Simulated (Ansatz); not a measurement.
Two structures of SiH₃SF₃, closed shell, reached by relaxing down either side of one saddle point (PBE0-D4/def2-TZVP). Energies are electronic, without zero-point energy. Computed with Ansatz 0.2.0 (basis: def2-TZVPP and def2-QZVPP); correlated methods freeze the cores. Extrapolation: Hartree–Fock as exp(−7.88 √X), correlation as X^−2.97. First:

Si1  (-0.487, 0.336, -1.272)
F2  (1.058, 0.045, -1.181)
F3  (-1.280, -1.011, -1.122)
F4  (-0.887, 1.311, -0.102)
H5  (-0.797, 0.957, -2.559)
H6  (1.696, -0.765, 1.656)
S7  (0.470, -1.071, 2.107)
H8  (0.229, 0.197, 2.473)
(Å)

Second:

```
atom    x (Å)    y (Å)    z (Å)
 Si1  -0.9518   0.2569  -0.3614
  F2   2.4485  -0.8563  -0.5867
  F3  -1.5156  -1.0296  -1.0812
  F4  -2.1710   1.1819   0.0357
  H5  -0.0719   1.0148  -1.2588
  H6   1.8276  -0.8637   0.1101
  S7   0.0121  -0.4671   1.3908
  H8   0.4222   0.7633   1.7516
```

Which bonds change from the first to the second?

SiHF₃ ([F][SiH]([F])[F]) + H₂S → SiH₂SF₂ ([F][SiH]([F])[SH]) + HF; bonds formed: Si1–S7, F2–H6; bonds broken: Si1–F2, H6–S7.

Give the saddle point's structure and its height above each. (An estimate is asked for; the value comes from the calculation.)

Computed: 1.987 eV above the first and 1.076 eV above the second (CCSD(T) at an estimated basis limit (MP2 extrapolated from triple and quadruple zeta, plus CCSD(T) − MP2 in triple zeta)).
```xyz
8
angstrom
Si -0.4741 0.1138 -0.5577
F 1.2552 -0.6003 -0.7476
F -1.0575 -1.1678 -1.2834
F -1.8413 0.7735 -0.0132
H 0.0251 1.2641 -1.3196
H 1.2329 -0.7341 0.4933
S 0.1997 -0.4451 1.5934
H 0.6602 0.7960 1.8348
```

T1 diagnostic: at most 0.013.

Labels in which every atom is bracketed show which atoms are joined, not bond orders.

For scale, one of the runs: CCSD(T)/def2-TZVPP, 219 basis functions, launched by `ansatz run in.yaml --threads 4 --pin off --events-out ev --progress --plain --max-ram 9574MiB`. Time: 87 s of wall clock on 4 CPU threads of an Arm Neoverse V2; the host was shared. Peak host memory: 3.4 GiB.
